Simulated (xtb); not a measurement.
H₆GeSi, charge -1, doublet, at the geometry of the source list (a state made from the parent by changing its charge; the spin is typed, not shown lowest), atoms displaced at random by about 0.1 Å a coordinate. Base run: GFN1-xTB in xtb 6.7.1.

xtb was given this input:
```
$ xtb mol.xyz --gfn 1 --chrg -1 --uhf 1 --opt --json

# file mol.xyz
8

Si    -1.22225975     0.10327379     0.07176335
Ge     1.21720404    -0.14310662    -0.04915951
H     -1.92021560    -0.77702320     1.04772320
H     -1.43674683     1.50166854     0.52545589
H     -1.74432525    -0.23655760    -1.26390850
H      1.50696128    -1.26537876    -0.78926922
H      1.92770752     0.94085702    -0.81719866
H      1.96503657     0.03745099     1.43881821
```

Each row names what was changed in the base input (with any setting that the change needs).

```tsv
change	ΔE vs base (kcal/mol)	optimiser steps	outcome
base	0.000	18	converged
engine = lbfgs	-0.002	-	converged
alpb = water	-	-	not converged
engine = inertial	0.073	-	converged
opt level = tight	-0.003	21	converged
opt level = crude	0.207	8	converged
opt level = vtight	-0.003	27	converged
alpb = ch2cl2	-42.76	18	converged
opt level = extreme	-0.003	28	converged
opt level = lax	0.008	16	converged
```
